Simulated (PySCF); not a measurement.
**Magnetic susceptibility: `N[Si](N)(N)O`, H7N3OSi**

Molfile (atoms numbered from 1):
```
H7N3OSi
     RDKit          3D

 12 11  0  0  0  0  0  0  0  0999 V2000
   -1.2607    1.1145   -0.2672 N   0  0  0  0  0  0  0  0  0  0  0  0
   -0.2302   -0.1733    0.2042 Si  0  0  0  0  0  4  0  0  0  0  0  0
    1.3576    0.3767    0.6117 N   0  0  0  0  0  0  0  0  0  0  0  0
   -0.2382   -1.2622   -1.1316 N   0  0  0  0  0  0  0  0  0  0  0  0
   -0.7988   -0.9251    1.5833 O   0  0  0  0  0  0  0  0  0  0  0  0
   -1.5819    1.8346    0.3657 H   0  0  0  0  0  0  0  0  0  0  0  0
   -1.3234    1.3911   -1.2379 H   0  0  0  0  0  0  0  0  0  0  0  0
    1.8030    1.0778    0.0313 H   0  0  0  0  0  0  0  0  0  0  0  0
    2.0436   -0.2613    0.9991 H   0  0  0  0  0  0  0  0  0  0  0  0
   -1.1075   -1.7346   -1.3578 H   0  0  0  0  0  0  0  0  0  0  0  0
    0.5404   -1.9057   -1.2177 H   0  0  0  0  0  0  0  0  0  0  0  0
   -0.5865   -0.4592    2.3971 H   0  0  0  0  0  0  0  0  0  0  0  0
  1  2  1  0
  2  3  1  0
  2  4  1  0
  2  5  1  0
  1  6  1  0
  1  7  1  0
  3  8  1  0
  3  9  1  0
  4 10  1  0
  4 11  1  0
  5 12  1  0
M  END
```

The calculation used PySCF, GIAO HF/MINI magnetisability, rotational g tensor and spin-rotation constants, non-relativistic, gas phase. Geometry: PBE0-D3(BJ)/def2-SVP.

How diamagnetic is it, and how anisotropic?

Isotropic -1206 × 10⁻³⁰ J/T², or -72.6 × 10⁻⁶ cm³/mol; principal values -1224, -1212, -1182 × 10⁻³⁰ J/T², anisotropy 37 × 10⁻³⁰ J/T² (root of half the summed squared differences of the principal values). The susceptibility is in cgs units.

Split it along the inertial axes a, b, c into diamagnetic and paramagnetic parts about the centre of mass, with the quadrupole moment.


```
axis  χ (10⁻⁶ cm³/mol)  diamagnetic (10⁻⁶ cm³/mol)  paramagnetic (10⁻⁶ cm³/mol)  summed x² of all electrons (Å²)  quadrupole Θ (D Å)
   a             -72.2                      -400.2                        328.0                             54.1               -0.12
   b             -73.0                      -422.6                        349.6                             48.8               +4.73
   c             -72.7                      -436.6                        363.9                             45.5               -4.61
```
Anisotropies 2χaa − χbb − χcc = +1.4 and 2χbb − χaa − χcc = -1.1 × 10⁻⁶ cm³/mol. Θ is traceless in Buckingham's convention.

And the rotational g tensor?


| axis | rotational constant (GHz) | g | nuclear part | electronic part |
| --- | --- | --- | --- | --- |
| a | 3.8344 | +0.0061 | 0.5970 | -0.5909 |
| b | 3.5721 | +0.0023 | 0.5890 | -0.5867 |
| c | 3.4913 | +0.0108 | 0.6076 | -0.5968 |

Asymmetric top; isotopes 1H, 14N, 16O, 28Si; no vibrational averaging.
